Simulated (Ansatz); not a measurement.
Cl₂H₂NY, SMILES `[NH2][Y]([Cl])[Cl]`. Charge 0, multiplicity 1. Y: def2 effective core potential.

```xyz
6

N    -0.111   -1.195   -0.176
Y     0.080    0.876    0.127
Cl    1.901    1.995   -1.098
Cl   -1.539    1.906    1.672
H     0.469   -1.774   -0.773
H    -0.799   -1.807    0.248
```

Task: List the harmonic frequencies (cm⁻¹, unscaled) at PBE0-D4/def2-TZVP in Ansatz. (Estimate.)

Result: The calculation gave: 44, 76, 105, 329, 340, 358, 442, 559, 596, 1546, 3531, 3617.

Task: Is this a minimum?

Result: Yes, all 12 modes are real.

Task: Give the ideal-gas thermochemistry at 298.15 K and 1 bar (rigid rotor, harmonic oscillator; point group C2v, symmetry number 2).

Result: Zero-point energy 69.0 kJ/mol; H(298) − E = 89.7 kJ/mol; entropy 361.7 J/(mol·K), of which translation 173.3, rotation 113.8, vibration 74.6; G(298) − E = -18.1 kJ/mol. Modes under 100 cm⁻¹ are hindered rotations or soft bends, so the harmonic entropy is rough.

Task: Rotational constants (cm⁻¹)?

Result: 0.1118, 0.04854, 0.03384.
